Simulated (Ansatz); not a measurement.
Reaction (redistribution): `C[O][Bi]([F])[F]` + `CB(C)Cl` → `C[O][Bi]([F])[Cl]` + `CB(C)F`

Isolated molecules relaxed with PBE0-D4/def2-TZVP in Ansatz; ΔE leaves out vibrations. CCSD(T)/CBS is the MP2 limit (def2-TZVPP, def2-QZVPP) plus CCSD(T) − MP2 in def2-TZVPP, frozen cores. DFT in def2-TZVPP. B3LYP here is the variant with VWN-RPA as its local correlation; programs differ in this. HSE06 is defined as in plane-wave codes. def2 core potentials past Kr. For Bi outer-core shells are correlated without core-valence functions, which leaves a few kJ/mol of doubt a bond. One conformer a species, not always the lowest.

| level | ΔE (kJ/mol) | difference from CCSD(T)/CBS |
| --- | --- | --- |
| revPBE-D4 | -72.8 | 7.3 |
| r2SCAN-D4 | -80.4 | -0.3 |
| B3LYP-D4 | -85.8 | -5.7 |
| HSE06-D4 | -84.4 | -4.3 |
| ωB97X-V | -78.5 | 1.6 |
| PBE-QIDH | -85.2 | -5.1 |
| BHLYP | -92.5 | -12.4 |
| MP2/def2-SVP | -86.2 | -6.1 |
| SCS-MP2/def2-TZVPP | -82.6 | -2.5 |
| SCS-MP2/def2-QZVPP | -79.7 | 0.4 |
| CCSD(T)/CBS | -80.1 | 0 |

Largest T1 diagnostic among the species: 0.016.

From BLYP to BHLYP (50 % exact exchange), in def2-TZVPP and without D4, ΔE moves by −11.9 kJ/mol. Leaving LDA and LC-ωPBE aside and taking each functional with its dispersion term where it has one, the values, not all of them listed here, spread over 21.0 kJ/mol, from BHLYP-D4 to revPBE-D4. LDA lies −5.6 kJ/mol from PBE without D4. At CCSD(T), def2-SVP lies −10.0 kJ/mol from the extrapolated value and def2-TZVPP −3.9 kJ/mol.
